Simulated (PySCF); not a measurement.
Species: C2H14OSi5.
SMILES with atom numbers: `[CH3:1][Si@@H:2]1[Si@H:3]([CH3:4])[SiH2:5][Si@H:6]1[O:7][SiH3:8]`

Structure used (GFN2-xTB), in Å, numbered top down from 1:
```xyz
22
C2H14OSi5 angstrom
C     -1.7115    2.1594    0.8272
Si    -0.3352    1.2870   -0.1706
Si    -1.0490   -0.8713   -0.9095
C     -2.9143   -1.2125   -0.6673
Si     0.3736   -1.8815    0.7036
Si     1.2538    0.2401    1.2293
O      2.7303    0.3774    0.5125
Si     3.7197    0.1670   -0.7367
H     -1.3650    3.0770    1.2939
H     -2.5567    2.4146    0.1956
H     -2.0812    1.5123    1.6179
H      0.0758    2.2965   -1.1720
H     -0.8037   -1.2314   -2.3234
H     -3.5233   -0.6078   -1.3334
H     -3.2165   -0.9819    0.3501
H     -3.1623   -2.2537   -0.8520
H     -0.3206   -2.5559    1.8160
H      1.2971   -2.9277    0.2354
H      1.6360    0.6782    2.5819
H      2.9980    0.5598   -1.9495
H      4.0781   -1.2499   -0.7911
H      4.8665    1.0239   -0.4586
```

NICS = −σ at a ghost point: NICS(0) at the centroid of the ring atoms, NICS(1) 1 Å to either side along the normal of their mean plane, zz for the tensor component along that normal. Level: GIAO PBE0/pcSseg-1 (PySCF, non-relativistic, gas phase) on the GFN2-xTB geometry, one conformer.

Ring bond lengths (Å), with Mayer bond orders in brackets: Si2–Si3 2.390 (0.83), Si3–Si5 2.376 (0.85), Si5–Si6 2.356 (0.89), Si6–Si2 2.362 (0.88).

Problem. What do the NICS probes read (ppm)?

Solution. 
```
           ring                                                type  NICS(0)  NICS(1), two faces  NICS(1)zz, two faces  rms pucker (Å)  centre to ring atoms, mean (Å)
Si2–Si3–Si5–Si6  4-membered ring with 4 Si; formal bonds all single      3.0          0.0 / -0.8             4.8 / 4.7            0.07                            1.68
```

Problem. What can be read from them?

Solution. 
- Si2–Si3–Si5–Si6: mean NICS(1)zz 4.7 ppm, deshielded. Si2, Si3, Si5, Si6 have four or more neighbours; no verdict on aromaticity is drawn.

Problem. What is the mean of the two in-plane components of NICS at the second NICS(1) probe listed for ring Si2–Si3–Si5–Si6, 1 Å off the ring?

Solution. The isotropic value is a third of the trace: (3 × -0.8 − (4.7))/2 = -3.6 ppm.

Problem. Give the inner angles of the rings and the Hirshfeld charges of the ring atoms.

Solution. 
- Si2–Si3–Si5–Si6: Si2 89.1° (+0.176 e), Si3 89.7° (+0.182 e), Si5 89.6° (+0.122 e), Si6 90.9° (+0.253 e); sum 359.3° against 360° for a flat convex ring.

Problem. What are the shieldings of the ring atoms and their hydrogens in the same run (means over atoms taken as equivalent)?

Solution. 
```tsv
atoms	environment	σ isotropic (ppm)	principal values of the symmetric part, first atom (ppm)
Si2	SiH silicon	388.9	330.8, 390.9, 445.1
Si3	SiH silicon	406.5	360.9, 420.9, 437.8
Si5	SiH2 silicon	444.7	389.9, 431.1, 513.2
Si6	oxygen-bound silicon	328.2	260.2, 337.3, 387.2
H12	Si–H hydrogen	26.61	23.5, 25.1, 31.2
H13	Si–H hydrogen	26.86	23.5, 25.5, 31.6
H17	Si–H hydrogen	27.80	24.4, 25.8, 33.1
H18	Si–H hydrogen	27.36	23.9, 25.2, 33.1
H19	Si–H hydrogen	25.07	21.5, 24.5, 29.2
```
